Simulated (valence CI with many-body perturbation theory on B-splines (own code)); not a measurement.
Bi69+: electric-dipole lines

Computed by configuration interaction combined with many-body perturbation theory (CI+MBPT): four valence electrons over a frozen Dirac-Fock core [Ne], radial functions for each j: 11 s, 11 p, 9 d, 7 f, 5 g, 2 h, 1 i, with the one-electron correlation potential Σ1 (screened to all orders), the two-electron term Σ2, the three-electron term Σ3, Breit, model QED; selected single and double excitations, second order for the rest (own B-spline code, finite nucleus).

No measured spectrum was set against this ion. As an estimate, large intervals hold to a few tenths of a per cent, small ones and those within an open d or f shell to about a per cent.

Lines 1 to 50 of 279 in falling wavelength, among levels below 1963.7 eV, chosen from the strongest by gf and those to the six lowest levels. Wavelengths and rates use the calculated energies. Electric multipoles are in the length gauge, E1 and E2 with the static RPA response of the core. Weak lines are less certain than strong ones. Lines between different terms over intervals too small for the method are left out, as are lines whose strength nearly cancels. The highest levels of a list are the least certain.

Levels are named by their leading jj configuration (3d3/2^4 stands for four electrons in 3d with j = 3/2), which in mixed levels can hold well under half, so a name can repeat and another be missing. Letters in brackets count levels of one name in rising energy.

```
λ vac (Å)                           Upper                           Lower   A (s⁻¹)  log gf  Branch %
    83.64          (3s 3p1/2 3d3/2^2) J=3              (3s^2 3d3/2^2) J=2  8.13e+09   -1.22       0.2
    75.22          (3s 3p1/2^2 3d3/2) J=2          (3s^2 3p1/2 3d3/2) J=1  1.04e+10   -1.35      13.7
    74.03  (3s 3p1/2 3p3/2 3d5/2) J=4 [a]          (3s^2 3p3/2 3d5/2) J=4  4.10e+09   -1.52      14.8
    72.88      (3s 3p1/2 3p3/2 3d3/2) J=4          (3s^2 3p3/2 3d3/2) J=3  1.39e+10   -1.00      27.9
    70.20       (3p1/2^2 3p3/2 3d3/2) J=3  (3s 3p1/2 3p3/2 3d3/2) J=2 [d]  1.06e+10   -1.26       0.4
    69.89  (3s 3p1/2 3p3/2 3d3/2) J=2 [b]          (3s^2 3p3/2 3d3/2) J=2  7.86e+09   -1.54       0.2
    67.75  (3s 3p1/2 3p3/2 3d5/2) J=4 [b]          (3s^2 3p3/2 3d5/2) J=3  9.32e+09   -1.24       1.3
    66.63  (3s 3p1/2 3p3/2 3d3/2) J=3 [b]          (3s^2 3p3/2 3d3/2) J=2  5.96e+09   -1.56       0.1
    65.05  (3s 3p1/2 3p3/2 3d5/2) J=3 [a]          (3s^2 3p3/2 3d5/2) J=2  5.83e+09   -1.59       0.7
    63.89      (3s 3p1/2 3p3/2 3d5/2) J=5          (3s^2 3p3/2 3d5/2) J=4  2.92e+10   -0.71      99.8
    63.87          (3s 3p1/2^2 3p3/2) J=2          (3s^2 3p1/2 3p3/2) J=2  1.76e+10   -1.27      44.5
    63.32  (3s 3p1/2 3p3/2 3d3/2) J=2 [c]          (3s^2 3p3/2 3d3/2) J=1  1.07e+10   -1.49       0.1
    63.29          (3s 3p1/2 3p3/2^2) J=3              (3s^2 3p3/2^2) J=2  2.00e+10   -1.08       2.0
    62.73  (3s 3p1/2 3p3/2 3d3/2) J=1 [c]          (3s^2 3p3/2 3d3/2) J=1  1.99e+10   -1.45       0.3
    62.25  (3s 3p1/2 3p3/2 3d5/2) J=4 [c]          (3s^2 3p3/2 3d5/2) J=3  1.89e+10   -1.00       0.6
    61.30          (3s 3p1/2^2 3d5/2) J=3          (3s^2 3p1/2 3d5/2) J=3  2.41e+10   -1.02       5.3
    61.30      (3s 3p1/2 3p3/2^2) J=1 [a]              (3s^2 3p3/2^2) J=0  1.60e+10   -1.57       0.6
    61.10  (3s 3p1/2 3p3/2 3d5/2) J=3 [b]          (3s^2 3p3/2 3d5/2) J=2  2.51e+10   -1.01       2.0
    60.89       (3p1/2^2 3p3/2 3d3/2) J=2  (3s 3p1/2 3p3/2 3d3/2) J=2 [b]  1.15e+10   -1.50       1.8
    60.87  (3s 3p1/2 3p3/2 3d5/2) J=1 [c]          (3s^2 3p3/2 3d5/2) J=1  2.61e+10   -1.36       1.5
    60.73  (3s 3p1/2 3p3/2 3d3/2) J=3 [c]          (3s^2 3p3/2 3d3/2) J=3  2.83e+10   -0.96       0.4
    60.72  (3s 3p1/2 3p3/2 3d5/2) J=1 [a]          (3s^2 3p3/2 3d5/2) J=2  1.81e+10   -1.52       2.0
    60.71          (3s 3p1/2^2 3d5/2) J=3          (3s^2 3p1/2 3d5/2) J=2  3.90e+10   -0.82       8.6
    60.65  (3s 3p1/2 3p3/2 3d3/2) J=3 [a]      (3s 3p1/2 3p3/2^2) J=2 [b]  7.25e+09   -1.55       3.8
    60.60          (3s 3p1/2^2 3p3/2) J=2          (3s^2 3p1/2 3p3/2) J=1  2.19e+10   -1.22      55.5
    60.31  (3s 3p1/2 3p3/2 3d5/2) J=2 [c]          (3s^2 3p3/2 3d5/2) J=1  1.89e+10   -1.29       0.7
    60.13       (3p1/2^2 3p3/2 3d3/2) J=0  (3s 3p1/2 3p3/2 3d3/2) J=1 [b]  5.94e+10   -1.49       3.9
    59.79       (3p1/2^2 3p3/2 3d3/2) J=1  (3s 3p1/2 3p3/2 3d3/2) J=1 [c]  2.97e+10   -1.32       1.2
    59.52       (3p1/2^2 3p3/2 3d3/2) J=3  (3s 3p1/2 3p3/2 3d3/2) J=3 [c]  3.12e+10   -0.94       1.3
    59.26       (3p1/2^2 3p3/2 3d3/2) J=1  (3s 3p1/2 3p3/2 3d3/2) J=2 [c]  2.11e+10   -1.48       0.8
    59.11          (3s 3p1/2^2 3d3/2) J=1          (3s^2 3p1/2 3d3/2) J=2  4.90e+10   -1.11      62.3
    58.59  (3s 3p1/2 3p3/2 3d5/2) J=2 [b]          (3s^2 3p3/2 3d5/2) J=2  2.50e+10   -1.19       1.1
    58.30           (3p1/2^2 3p3/2^2) J=2      (3s 3p1/2 3p3/2^2) J=1 [a]  1.62e+10   -1.38       0.5
    57.86           (3p1/2^2 3p3/2^2) J=2      (3s 3p1/2 3p3/2^2) J=2 [b]  2.20e+10   -1.26       0.7
    57.48  (3s 3p1/2 3p3/2 3d5/2) J=2 [d]          (3s^2 3p3/2 3d5/2) J=1  2.19e+10   -1.26       0.3
    56.99  (3s 3p1/2 3p3/2 3d5/2) J=3 [d]          (3s^2 3p3/2 3d5/2) J=3  3.18e+10   -0.97       0.7
    56.84  (3s 3p1/2 3p3/2 3d5/2) J=2 [c]          (3s^2 3p3/2 3d5/2) J=3  2.38e+10   -1.24       0.9
    56.74          (3s 3p1/2^2 3d3/2) J=2          (3s^2 3p1/2 3d3/2) J=2  3.83e+10   -1.03      50.4
    56.71          (3s 3p1/2^2 3d5/2) J=2          (3s^2 3p1/2 3d5/2) J=3  5.30e+10   -0.89      10.9
    56.52  (3s 3p1/2 3p3/2 3d5/2) J=4 [b]          (3s^2 3p3/2 3d5/2) J=4  1.21e+10   -1.28       1.7
    56.20          (3s 3p1/2^2 3d5/2) J=2          (3s^2 3p1/2 3d5/2) J=2  1.36e+10   -1.49       2.8
    55.91          (3s 3p1/2 3d3/2^2) J=2  (3s 3p1/2 3p3/2 3d3/2) J=3 [b]  1.48e+10   -1.46       0.5
    55.30          (3s 3p1/2^2 3p3/2) J=1          (3s^2 3p1/2 3p3/2) J=2  5.87e+10   -1.09       3.2
    55.29      (3s 3p1/2 3p3/2^2) J=2 [b]              (3s^2 3p3/2^2) J=2  3.42e+10   -1.11       1.0
    54.90      (3s 3p1/2 3p3/2^2) J=1 [a]              (3s^2 3p3/2^2) J=2  2.71e+10   -1.43       1.0
    54.53       (3p1/2^2 3p3/2 3d3/2) J=1  (3s 3p1/2 3p3/2 3d3/2) J=2 [b]  2.23e+10   -1.53       0.9
    54.33  (3s 3p1/2 3p3/2 3d5/2) J=2 [d]          (3s^2 3p3/2 3d5/2) J=3  1.98e+10   -1.36       0.3
    54.29  (3s 3p1/2 3p3/2 3d3/2) J=1 [d]          (3s^2 3p3/2 3d3/2) J=2  2.72e+10   -1.44       0.2
    54.12           (3p1/2^2 3p3/2^2) J=0      (3s 3p1/2 3p3/2^2) J=1 [a]  1.09e+11   -1.32       3.0
    54.00          (3s 3p1/2^2 3d3/2) J=1          (3s 3p1/2^2 3p3/2) J=1  2.08e+10   -1.57      26.4
```

Problem. How does gf follow from A for the line at 74.03 Å?

Solution. gf = 1.4992 × (2J+1)_upper × A / σ², with σ = 1350721 cm⁻¹ and 2J+1 = 9: gf = 0.0303.
